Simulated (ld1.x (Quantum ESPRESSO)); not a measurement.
Cr (Z = 24): excitation energies, all-electron against ultrasoft

ld1.x (Quantum ESPRESSO) 7.5 input, shortened:

```
&input
   title='Cr', zed=24., rel=2, dft='PW91', iswitch=3,
   config='[Ar] 3d5 4s1 4p0', rel_dist='average'
 /
 &inputp
   pseudotype=3, tm=.true., lloc=-1, rcloc=1.60,
   nlcc=.true., rcore=0.70,
   which_augfun='PSQ', rmatch_augfun_nc=.true.
 /
6
4S  1  0   1.00   0.00  2.30  2.60  0.0
4S  1  0   0.00   0.15  2.30  2.60  0.0
3P  2  1   6.00   0.00  1.70  1.85  0.0
4P  3  1   0.00   0.00  1.70  1.85  0.0
3D  3  2   5.00   0.00  1.10  1.30  0.0
3D  3  2   0.00   2.00  1.10  1.30  0.0
 &test
   configts(1)='3p6 3d5 4s1 4p0'
 /
```

Open shells are filled in proportion to 2j + 1 (rel_dist='average').

Energies are relative to the spin-unpolarised reference configuration 3p6 3d5 4s1 4p0; without spin polarisation the order of configurations can differ from experiment. Not all tests gave a result: 1 of 7 tests not solved or not reliable. Left out of the table: 3p6 3d2 4s0 4p0 (solver errors, printed error -811 eV).

```tsv
valence configuration	charge	ΔE all-electron (eV)	error AE − PS (meV)
3p6 3d5 4s0 4p0	+1	6.935	-6.3
3p6 3d4 4s2 4p0	0	-0.083	-31
3p6 3d4 4s1 4p0	+1	8.060	-19
3p6 3d6 4s0 4p0	0	1.717	-9.2
```

**Question.** What are ΔE and the potential's error for 3p6 3d4 4s0 4p0?

**Answer.** ΔE = 23.061 eV all-electron; the error (AE − PS) is -8.9 meV.

**Question.** What are ΔE and the potential's error for 3p6 3d3 4s0 4p0?

**Answer.** ΔE = 53.908 eV all-electron; the error (AE − PS) is -115 meV.

Levels in the configuration 3p6 3d5 4s0 4p0:

```json
{"level": "3p j=1/2", "all-electron (eV)": "-53.187", "pseudo (eV)": "-53.141"}
{"level": "3p j=3/2", "all-electron (eV)": "-52.173", "pseudo (eV)": "-52.126"}
{"level": "3d j=3/2", "all-electron (eV)": "-9.985", "pseudo (eV)": "-9.978"}
{"level": "3d j=5/2", "all-electron (eV)": "-9.905", "pseudo (eV)": "-9.897"}
```

Note: ghost state, extra bound levels that the all-electron valence spectrum of the same l lacks: s at -8.5 eV. A true bound ghost makes a file unfit for plane-wave use.
